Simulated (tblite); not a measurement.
Species: C5H11PS.
Z-matrix (Å and degrees, GFN2-xTB geometry), rows numbered from 1:
```
C 
P   1  1.8472
C   2  1.8652  1   98.18
C   3  1.5185  2  110.90  1   163.42
S   4  1.8205  3  111.99  2   -71.89
C   5  1.8205  4   99.02  3    62.30
C   6  1.5186  5  112.00  4   -62.30
H   1  1.0893  2  111.44  3   -49.13
H   1  1.0886  2  108.89  3  -170.03
H   1  1.0886  2  108.86  3    71.79
H   3  1.0946  2  107.61  1   -77.05
H   3  1.0944  2  110.37  1    41.20
H   4  1.0904  3  111.23  2   171.08
H   4  1.0920  3  111.44  2    49.07
H   6  1.0904  5  104.88  4   176.97
H   6  1.0921  5  107.85  4    60.74
H   7  1.0946  2  110.36  1   -41.16
H   7  1.0946  2  107.60  1    77.08
```

All values are computed: GFN2-xTB (tblite) harmonic vibrations without scaling, gas phase. This tight-binding method is rough: wavenumbers can miss measured ones by several per cent, in bad cases by 10 to 20. One conformer, not necessarily the lowest.

Harmonic wavenumbers (cm⁻¹): 109.6, 162.8, 187.1, 220.2, 244.2, 254.4, 327.5, 342.0, 438.9, 645.9, 679.9, 683.1, 686.0, 741.3, 788.8, 850.1, 855.5, 878.0, 888.8, 946.0, 1044.9, 1051.3, 1067.9, 1100.6, 1132.9, 1161.5, 1250.2, 1252.0, 1254.6, 1265.8, 1320.7, 1421.6, 1429.6, 1438.9, 1441.6, 1444.0, 1453.9, 2925.3, 2930.8, 2937.5, 2938.1, 2955.6, 2956.7, 2985.9, 2988.7, 2989.4, 3010.7, 3013.6.

A = 3259, B = 1328, C = 1074 MHz; mass 134.032 u (most abundant isotopes); point group Cs, symmetry number 1.

Task: What is the zero-point energy?

Result: ½Σν̃ = 32547 cm⁻¹ = 93.06 kcal/mol.

Task: What is S at 400 K and 1 bar for an ideal gas of classical rigid rotors and harmonic oscillators?

Result: Translation 42.08, rotation 29.50, vibration 29.14: S = 100.7 cal/(mol K).

Task: And Cp and H(400 K) − H(0)?

Result: Cp = 44.10 cal/(mol K), of which vibrations give 36.15 (their classical limit is 48 R = 95.4); H(400 K) − H(0) = 9.93 kcal/mol without the zero-point energy, 6.75 from vibrations.

Task: What must be added to the electronic energy to get the Gibbs energy at 400 K and 1 bar?

Result: ZPE + [H(400 K) − H(0)] − T·S = 93.06 + 9.93 − 40.29 = 62.70 kcal/mol.

Task: Blend soft modes into free rotors: weight 1/[1 + (100 cm⁻¹/ν̃)⁴] for the oscillator and the rest for a rotor with moment μB/(μ + B), μ = h/(8π²ν), B = 10⁻⁴⁴ kg m². What vibrational entropy results?

Result: 28.74 cal/(mol K) in place of 29.14, which changes −T·S at 400 K by +0.16 kcal/mol.

Task: Which modes carry the vibrational entropy at 400 K?

Result: 109.6 cm⁻¹: 3.85; 162.8 cm⁻¹: 3.08; 187.1 cm⁻¹: 2.81; 220.2 cm⁻¹: 2.50; 244.2 cm⁻¹: 2.31; 254.4 cm⁻¹: 2.23 cal/(mol K); the other 42 give 12.36 together.

Hindered rotation and anharmonicity are outside this model. Other conformers, if any are populated, would add a mixing term that is left out.
